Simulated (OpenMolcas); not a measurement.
## Br+: effect of correlating more closed shells

```yaml
Program: OpenMolcas
Basis: ANO-RCC-VQZP [7s6p4d2f1g]
Scalar_Hamiltonian: DKH2, point nucleus
Active_space: 6 electrons in 8 orbitals (4s 4p 5s 5p)
State_averaging: 2S+1 = 3 even, 3 roots; 2S+1 = 1 even, 6 roots; 2S+1 = 3 odd, 1 root; 2S+1 = 1 odd, 5 roots
Spin-orbit_coupling: RASSI with atomic mean-field integrals over the reference wave functions, term energies averaged over their components
```

Methods on the same reference wave functions:
A. CASSCF
B. SS-CASPT2, IPEA 0.25 Eh, imaginary shift 0.1 Eh (closed shells correlated: 3d)
C. SS-CASPT2, IPEA 0.25 Eh, imaginary shift 0.1 Eh (closed shells correlated: 3s 3p 3d)

Energies in eV above 4s² 4p⁴ ³P₂, the measured ground level; measured values from NIST Handbook of Basic Atomic Spectroscopic Data.

| Level | A | B | C | Measured |
| --- | --- | --- | --- | --- |
| 4s² 4p⁴ ³P₂ | 0.0000 | 0.0000 | 0.0000 | 0.0000 |
| 4s² 4p⁴ ³P₁ | 0.3439 | 0.349 | 0.349 | 0.3889 |
| 4s² 4p⁴ ³P₀ | 0.4264 | 0.437 | 0.437 | 0.4758 |
| 4s² 4p⁴ ¹D₂ | 1.7657 | 1.532 | 1.526 | 1.4989 |
| 4s² 4p⁴ ¹S₀ | 3.2272 | 3.478 | 3.468 | 3.4551 |

Deviations, from unrounded energies. A percentage is the sum of absolute deviations over the sum of measured energies, with the sign that they share, or ± where signs differ.

```tsv
Against measurement	Levels	A	B	C
mean absolute deviation (cm-1)	4	1200	270	240
fine structure of the ground term (%)	2	-10.9	-9.1	-9.1
other terms of the ground configuration (%)	2	±10.0	+1.1	+0.8
```

C lies closest to measurement on these levels and A furthest from it. The largest miss of C in the table is 4s² 4p⁴ ³P₁, by -320 cm-1. The ranking rests on the paired levels alone, and a cruder setting can come out closer through cancelling errors.

Between B and C the level of the table that moves most is 4s² 4p⁴ ¹S₀, by 76 cm-1 (lowest in C, highest in B). Moves below CASPT2's spread within the term are not significant.

The mean deviations of B to C differ by less than CASPT2's widest spread within a term (70 cm-1), so their order carries little weight.

From A to B the spin-free energies of the other terms of 4s² 4p⁴ shown, above ³P, scale by factors of 0.84 to 1.08.

The lowest spin-free term lies below A's lowest term by 0.199 hartree in B, 0.262 hartree in C.

What an inner shell adds also hangs on whether the basis holds functions to correlate it.

CASPT2 breaks the degeneracy within a term, and the mean is taken; among the terms shown or strongly mixed into the levels shown the widest spread is 70 cm-1 (4s² 4p⁴ ¹D, C). The run also gave levels led by 4s² 4p³ 5s, which use shells meant for correlation; these and all levels above them are left out. Without dynamic correlation excited terms often stand tens of per cent too high (terms of higher spin than the ground term too low), and those without a measured partner can miss by more than the paired ones (holds for A). Measured partners are found by configuration, term and J. A level has none where our copy of the source lacks it or the pairing is in doubt (some pairs that miss far off the trend of their configuration count as doubtful), and it then counts in no deviation. Levels of configurations outside the active space are missing. Levels that lie high or do not pair safely by name in every column are left out.
